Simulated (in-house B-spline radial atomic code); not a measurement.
**Solving the quasi-particle equation for 5s of I5+**

Configuration [Kr] 4d10 5s2, start r2SCAN; correlation leaves out the 8 deepest shells, empty levels kept to 360 hartree. Computed with an all-electron radial atomic-structure program (B-spline basis): all electrons, scalar-relativistic (spin-free one-electron X2C), finite nucleus, each spin shell either full or empty, empty states to l = 9 with an (l + 1/2)⁻⁴ tail; G0W0 by contour deformation at full frequency.

At the mean-field level ε = -69.001 eV the matrix elements are Σx = -20.772 eV, v_xc = -17.298 eV and Σc(ε) = -2.764 eV, and the slope of the correlation self-energy is dΣc/dω = -0.0442. The quasi-particle energy solves E = ε + Σx − v_xc + Σc(E).

**Question.** What does the linearised equation give?

**Answer.** Z = 1/(1 − dΣc/dω) = 1/1.0442 = 0.9577. The first-order shift is Σx − v_xc + Σc(ε) = -20.772 − (-17.298) + (-2.764) = -6.238 eV, so E ≈ ε + Z × shift = -69.001 + 0.9577 × (-6.238) = -74.975 eV.

**Question.** How does that compare with the full solution and with static screening?

**Answer.** Solving the equation at full frequency dependence gives E = -74.997 eV, where Σc = -2.522 eV and the weight is 0.964; the linearised value is off by 22 meV. Leaving Z out would give -75.239 eV. Static COHSEX puts -4.758 eV in place of Σc and gives -77.233 eV, 2.24 eV deeper.
